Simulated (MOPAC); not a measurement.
MOPAC input (PM7):

```
PM7 PRECISE GNORM=0.05 LET XYZ UHF MS=0.5 GEO-OK AUX(PRECISION=9) THREADS=1
C4H5GeO

Ge    1.50161500 1   -0.08819100 1    0.04580100 1
C    -0.42418900 1    0.15332300 1   -0.03913600 1
C    -1.20000000 1    1.25371300 1   -0.27799800 1
C    -2.53118300 1    0.77652500 1   -0.20529800 1
C    -2.53009500 1   -0.54192800 1    0.06370500 1
O    -1.22435700 1   -0.94716800 1    0.17056100 1
H     1.95473500 1   -1.09874700 1   -1.01960200 1
H     1.90923600 1   -0.59752100 1    1.43722300 1
H     2.12912900 1    1.28668100 1   -0.22307000 1
H    -0.85282400 1    2.25301500 1   -0.47544000 1
H    -3.28431000 1   -1.29376100 1    0.20312200 1
```

From the output:

```
                                                       MOPAC v23.2.5 Linux

          FINAL HEAT OF FORMATION =         78.84052 KCAL/MOL =     329.86874 KJ/MOL

          COSMO AREA              =        139.13 SQUARE ANGSTROMS
          COSMO VOLUME            =        132.30 CUBIC ANGSTROMS

          GRADIENT NORM           =          0.03360          =       0.01013 PER ATOM
          IONIZATION POTENTIAL    =          9.485541 EV
          ALPHA SOMO LUMO (EV)    =         -9.486 -0.227
          BETA  SOMO LUMO (EV)    =         -9.506 -0.397
          NO. OF ALPHA ELECTRONS  =         16
          NO. OF BETA  ELECTRONS  =         15
          MOLECULAR WEIGHT        =        141.6729         POINT GROUP:  Cs

          MOLECULAR DIMENSIONS (Angstroms)

            Atom       Atom       Distance
            H    11    H     9     5.95460
            H    10    H     7     4.33706
            H     8    H     7     2.38072

          SCF CALCULATIONS        =         33

   ATOM   CHEMICAL          X               Y               Z
  NUMBER   SYMBOL      (ANGSTROMS)     (ANGSTROMS)     (ANGSTROMS)

     1      Ge          1.44755055  *  -0.10497624  *   0.04822430  *
     2       C         -0.40237641  *   0.21763347  *  -0.05185215  *
     3       C         -1.20985788  *   1.30509518  *  -0.28866326  *
     4       C         -2.50320226  *   0.75119678  *  -0.19961245  *
     5       C         -2.48978839  *  -0.56883047  *   0.06993992  *
     6       O         -1.13741572  *  -0.92502836  *   0.16765433  *
     7       H          1.83513971  *  -1.13353017  *  -1.00298837  *
     8       H          1.79005784  *  -0.63689861  *   1.43131650  *
     9       H          2.18448143  *   1.19921520  *  -0.20420111  *
    10       H         -0.94470777  *   2.31981513  *  -0.49076990  *
    11       H         -3.17358114  *  -1.36377118  *   0.21945537  *

                             CARTESIAN COORDINATES

   1   Ge        1.447550547    -0.104976241     0.048224301
   2    C       -0.402376406     0.217633465    -0.051852145
   3    C       -1.209857878     1.305095183    -0.288663261
   4    C       -2.503202261     0.751196781    -0.199612447
   5    C       -2.489788394    -0.568830471     0.069939917
   6    O       -1.137415724    -0.925028360     0.167654330
   7    H        1.835139710    -1.133530167    -1.002988370
   8    H        1.790057840    -0.636898612     1.431316495
   9    H        2.184481428     1.199215204    -0.204201108
  10    H       -0.944707771     2.319815130    -0.490769902
  11    H       -3.173581144    -1.363771177     0.219455367

           Empirical Formula: C4 H5 O Ge  =    11 atoms

      MOLECULAR POINT GROUP   :   Cs

          ALPHA EIGENVALUES
 -32.66394 -27.57665 -24.58991 -20.35394 -19.60421 -17.99260 -16.66957 -15.32720
 -14.16226 -13.89184 -12.22877 -12.18015 -12.09116 -10.75618 -10.52169  -9.48554
  -0.22725   0.23615   0.95736   1.11176   1.44618   1.90121   3.76232   4.20324
   4.69555   5.01913   5.44834   5.98558   6.15801

           BETA EIGENVALUES
 -32.44294 -27.35843 -24.49905 -20.26844 -19.40032 -17.65446 -16.49563 -15.25464
 -14.03167 -13.69895 -12.21288 -12.08457 -12.05828 -10.53739  -9.50594  -0.39724
  -0.17599   0.20790   1.03508   1.17879   1.74665   2.24756   3.90153   4.23667
   4.76145   5.20702   5.44905   5.93778   6.16945

              NET ATOMIC CHARGES AND DIPOLE CONTRIBUTIONS

  ATOM NO.   TYPE          CHARGE      No. of ELECS.   s-Pop       p-Pop
    1         Ge          -0.113249        4.1132     0.98380     3.12945
    2          C          -0.075763        4.0758     1.13077     2.94499
    3          C          -0.245460        4.2455     1.08283     3.16263
    4          C           0.002754        3.9972     1.20483     2.79242
    5          C          -0.123483        4.1235     1.12120     3.00229
    6          O          -0.134144        6.1341     1.88122     4.25292
    7          H           0.108231        0.8918     0.89177
    8          H           0.108231        0.8918     0.89177
    9          H           0.107062        0.8929     0.89294
   10          H           0.181597        0.8184     0.81840
   11          H           0.184225        0.8158     0.81578
 DIPOLE           X         Y         Z       TOTAL
 POINT-CHG.     2.338    -0.104     0.065     2.341
 HYBRID        -0.421    -0.261     0.045     0.497
 SUM            1.917    -0.365     0.110     1.955

          ATOMIC ORBITAL ELECTRON POPULATIONS

     Atom    s        px        py        pz
    1 Ge   0.98380   0.87551   1.12236   1.13158
    2  C   1.13077   1.00318   0.88882   1.05300
    3  C   1.08283   0.98383   1.07666   1.10213
    4  C   1.20483   0.88020   0.92504   0.98718
    5  C   1.12120   0.85556   1.02350   1.12323
    6  O   1.88122   1.21807   1.33279   1.70206
    7  H   0.89177
    8  H   0.89177
    9  H   0.89294
   10  H   0.81840
   11  H   0.81578

                    (SZ)    =    0.500000
                    (S**2)  =    0.794676

          ATOMIC ORBITAL SPIN POPULATIONS

    Atom   Total    s     px     py     pz
         Atomic
    1 Ge -0.0102 -0.001 -0.004 -0.002 -0.003
    2  C  0.1290  0.013  0.005  0.017  0.095
    3  C -0.1053 -0.001 -0.006 -0.011 -0.087
    4  C  1.0865  0.173  0.510  0.240  0.163
    5  C -0.1964  0.001 -0.026 -0.014 -0.158
    6  O  0.0769  0.001  0.042  0.035 -0.001
    7  H  0.0036  0.004
    8  H  0.0036  0.004
    9  H  0.0017  0.002
   10  H  0.0052  0.005
   11  H  0.0054  0.005

 **********************
 *                    *
 * JOB ENDED NORMALLY *
 *                    *
 **********************

 == MOPAC DONE ==
```

The geometry given is a B3LYP-D3(BJ)/def2-TZVP minimum.
